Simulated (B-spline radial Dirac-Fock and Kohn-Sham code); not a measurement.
**Atomic SCF run for Sc⁺**

ΔSCF core binding energies without Breit or QED terms, calculated with a B-spline atomic structure program. Keys: rel is the Hamiltonian (dirac, or spin-free x2c and nr, where L3 and M5 stand for the whole 2p and 3d shells), method is hf or an exchange,correlation pair (spin-unpolarised, also for the hole states), nuc the nuclear model, radius_factor scales its radius, rmax is the box in bohr, h the logarithmic mesh step, order the B-spline order, points the quadrature points per cell, c_factor scales the speed of light, and damp, ndamp, maxit and tol steer the iteration. The run stops when the commutator error falls below 10·tol·max(1, Z/10), or the numerical noise floor, and the energy has settled to about 1e-8 Ha; the virial ratio is −V/T.

Input (task.json):

```json
{"items": [{"Z": 21, "q": 1, "cfg": [[1, 0, 2], [2, 0, 2], [2, 1, 6], [3, 0, 2], [3, 1, 6], [3, 2, 1], [4, 0, 1]], "A": 45, "rrms": 3.5459, "do": "settings", "holes": ["K", "L3", "M5"],
  "settings": [{"rel": "dirac", "method": "hf", "nuc": "fermi", "radius_factor": 1000.0, "rmax": 45.0, "h": 0.3, "order": 8, "points": 10, "c_factor": 1.0, "maxit": 64, "damp": 0.5, "ndamp": 3, "tol": 1e-08}]}]}
```

Command: `python xray2_run.py task.json out`

Ground-state iterations:

```
iter   energy (Ha)        error
   1     -567.10232553  1.31e+00
   2     -574.00570970  3.01e-01
   3     -575.43486711  1.01e-01
   4     -575.59809318  3.25e-02
   5     -575.61526281  1.08e-02
   6     -575.61791510  4.88e-04
   7     -575.61792096  1.02e-04
   8     -575.61792109  6.78e-06
   9     -575.61792110  3.36e-07
  10     -575.61792110  6.34e-08
```

The ground state converged in 10 iterations, with total energy -575.61792 Ha, virial ratio 2.32771 and highest orbital energy -9.96 eV. ΔSCF binding energies: K (1s) 2416.5 eV, L3 (2p3/2) 443.3 eV. Holes are computed only in closed shells, and unreliable hole states are left out.

**Question.** One setting is unsound. Which, and why?

**Answer.** radius_factor inflates the nucleus far beyond its size, which weakens the binding of the inner electrons. With the default settings (Dirac Hartree-Fock): The ground state converged in 11 iterations, with total energy -763.17581 Ha, virial ratio 1.99044 and highest orbital energy -12.13 eV. ΔSCF binding energies: K (1s) 4513.7 eV, L3 (2p3/2) 418.7 eV. Holes are computed only in closed shells, and unreliable hole states are left out.
